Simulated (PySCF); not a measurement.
Molecule: SMILES O(C)CO[C@H](F)OC, C4H9FO3.

Bonds (- single, = double, # triple, : aromatic): C1-O2, O2-C3, C3-O4, O4-C5, C5-F6, C5-O7, O7-C8. C1 carries H9, H10, H11; C3 carries H12, H13; C5 carries H14; C8 carries H15, H16, H17. Stereochemistry as in COCO[C@H](F)OC. H12 is pro-R; H13 is pro-S.

Frames of a GFN2-xTB Langevin trajectory at 600 K; GIAO PBE0/pcSseg-1 shieldings in PySCF 2.14, gas phase, non-relativistic; equivalent atoms averaged within each frame.

Shifts are taken against calculated references (same method and geometry level): TMS for $^{13}$C (σ = 186.93 ppm) and $^{1}$H (σ = 31.72 ppm); $^{17}$O (σ = 336.08 ppm) vs H2O; $^{19}$F (σ = 170.95 ppm) against CFCl3. The references are static minima.

How do the shifts (ppm) fluctuate along the trajectory?

Results:


```csv
time (fs),C5,C3,C8,C1,O4,O7,O2,F6,H12,H13
250,141.2,108.4,59.5,52.8,176.1,109.1,73.3,-104.9,6.21,6.06
425,126.5,107.1,63.6,54.8,156.0,96.9,54.0,-101.4,6.14,4.85
625,123.5,104.6,55.8,64.8,136.9,90.9,84.8,-128.1,5.97,5.13
800,127.7,92.8,68.4,60.3,162.2,78.1,48.7,-110.4,5.06,4.11
1000,132.3,88.4,70.6,62.3,163.6,95.0,41.6,-51.7,5.11,7.25
mean of frames,130.3,100.3,63.6,59.0,159.0,94.0,60.5,-99.3,5.70,5.48
standard deviation,6.9,9.1,6.1,5.1,14.3,11.2,18.0,28.5,0.56,1.21
```

5 frames give an uncertainty of the mean of about the standard deviation over 2.2 at best, since frames this close in time may not be independent; classical motion lacks zero-point vibration, and the reference would need the same averaging.
